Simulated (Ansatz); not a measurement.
Start from `FC[SiH3]` and change one element to get `[SiH3]CI`.

Ansatz, PBE0-D4/def2-TZVP geometries, multiplicity 1. 

Elements past krypton have def2 core potentials.

```
                                          property  `FC[SiH3]`
size of the dipole moment (ωB97M-V/def2-TZVPP) / D        1.57
                 LUMO energy (PBE/def2-TZVPP) / eV       -0.31
               HOMO energy (B3LYP/def2-TZVPP) / eV       -8.51
             HOMO energy (ωB97M-V/def2-TZVPP) / eV      -11.05
                 HOMO energy (PBE/def2-TZVPP) / eV       -7.21
             LUMO energy (ωB97M-V/def2-TZVPP) / eV        2.03
```

(1) What does the change do to each property? (Best estimate.)

## Answers

(1) Ansatz gave: 
```json
{"property": "size of the dipole moment (ωB97M-V/def2-TZVPP) / D", "`[SiH3]CI`": "1.36", "shift": "-0.21"}
{"property": "LUMO energy (PBE/def2-TZVPP) / eV", "`[SiH3]CI`": "-2.02", "shift": "-1.71"}
{"property": "HOMO energy (B3LYP/def2-TZVPP) / eV", "`[SiH3]CI`": "-7.06", "shift": "1.45"}
{"property": "HOMO energy (ωB97M-V/def2-TZVPP) / eV", "`[SiH3]CI`": "-9.45", "shift": "1.60"}
{"property": "HOMO energy (PBE/def2-TZVPP) / eV", "`[SiH3]CI`": "-6.17", "shift": "1.04"}
{"property": "LUMO energy (ωB97M-V/def2-TZVPP) / eV", "`[SiH3]CI`": "0.78", "shift": "-1.25"}
```

With PBE0 the HOMO rises by 1.43 eV and the LUMO falls by 1.62 eV, so the gap narrows by about 3.05 eV. PBE moves the HOMO by 1.04 eV and ωB97M-V by 1.60 eV. Dipoles are sizes alone; their direction can turn.

B3LYP here is the variant with VWN-RPA as its local correlation; programs differ in this.

Spin–orbit coupling is left out; it splits and shifts lone-pair levels of the heavy atoms by tenths of an eV.
